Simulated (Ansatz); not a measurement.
Consider the hydrogenolysis of the Si–S bond: `N[Si](O)(S)S` + H₂ → `N[SiH](O)S` + H₂S.

Computed with Ansatz on PBE0-D4/def2-TZVP structures; ΔE is electronic, products minus reactants. CCSD(T)/CBS is the MP2 limit (def2-TZVPP, def2-QZVPP) plus CCSD(T) − MP2 in def2-TZVPP, frozen cores. This one scheme is used for every species. Functionals use def2-TZVPP. B3LYP here is the variant with VWN-RPA as its local correlation; programs differ in this. Each species was taken in one conformer, which may not be the lowest.

```tsv
level	ΔE (kJ/mol)
B3LYP	32.8
CCSD/CBS(def2)	42.0
```

(1) What does CCSD(T)/CBS give? (Best estimate.)

Largest T1 diagnostic among the species: 0.011.

Results:

(1) Ansatz gave: +48.4 kJ/mol. The listed levels differ from it by -15.6, -6.4 kJ/mol.

At CCSD(T), def2-SVP lies −14.0 kJ/mol from the extrapolated value and def2-TZVPP −4.8 kJ/mol. From r2SCAN to r2SCAN0 (25 % exact exchange), in def2-TZVPP and without D4, ΔE moves by −3.7 kJ/mol. In def2-TZVPP, CCSD(T) changes the Hartree–Fock value by +24.9 kJ/mol (the triples alone add +6.4 kJ/mol) and MP2 by +35.5 kJ/mol.

CCSD(T)/CBS has its own doubt, a few kJ/mol and more with outer-core shells, so smaller differences from it don't rank the levels.
